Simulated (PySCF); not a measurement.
## Relaxation of quartet H₂IrO

Method: PySCF, UPBE0, basis Ir def2-TZVP with ECP60, O def2-TZVP, H def2-TZVP (scalar-relativistic core potentials, no spin–orbit coupling, density fitting). A (50,194) grid was used.

A hand-made trigonal planar start, of C2v symmetry, held to at least that symmetry:

```xyz
4
charge 0 multiplicity 4, angstrom
Ir    0.0615    0.1066    0.0000
O    -0.7985   -1.3830    0.0000
H     1.6015    0.1065    0.0000
H    -0.7084    1.4403    0.0000
```

Optimiser trace:
```json
{"step": "0", "E − E(last) (kJ/mol)": "35.84", "largest gradient (Eh/bohr)": "0.03498"}
{"step": "1", "E − E(last) (kJ/mol)": "13.22", "largest gradient (Eh/bohr)": "0.02895"}
{"step": "2", "E − E(last) (kJ/mol)": "3.87", "largest gradient (Eh/bohr)": "0.00853"}
{"step": "3", "E − E(last) (kJ/mol)": "1.27", "largest gradient (Eh/bohr)": "0.00715"}
{"step": "4", "E − E(last) (kJ/mol)": "0.27", "largest gradient (Eh/bohr)": "0.00463"}
{"step": "5", "E − E(last) (kJ/mol)": "0.01", "largest gradient (Eh/bohr)": "0.00135"}
{"step": "6", "E − E(last) (kJ/mol)": "0.00", "largest gradient (Eh/bohr)": "0.00014"}
```

It ends at Cs with Ir–H 1.601 Å (×2), Ir–O 1.762 Å; H–Ir–H 95.8°, H–Ir–O 132.1° (×2). A frequency run shows a minimum. Other isomers or separated fragments may lie lower.

Other spin states or occupations of the open shell can lie lower. At this level a doublet minimum of Cs symmetry lies 89 kJ/mol below this structure. With an element this heavy the missing spin–orbit coupling can shift these numbers.

The relaxation took roughly 30 core-seconds on a shared host.
